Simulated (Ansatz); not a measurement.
Species: H$_{3}$Al, SMILES `[AlH3]` with one electron removed (charge 1, multiplicity 2), formula H3Al.

Task: How many basis functions does frozen-core CCSD(T)/cc-pVTZ // B3LYP-D3(BJ)/def2-TZVP in Ansatz (a program for electronic structure) use, how many core orbitals are frozen, and how many electrons are correlated?

Result: 76 basis functions and 5 frozen orbitals, which leaves 5 correlated electrons. Core time is of the order of seconds.
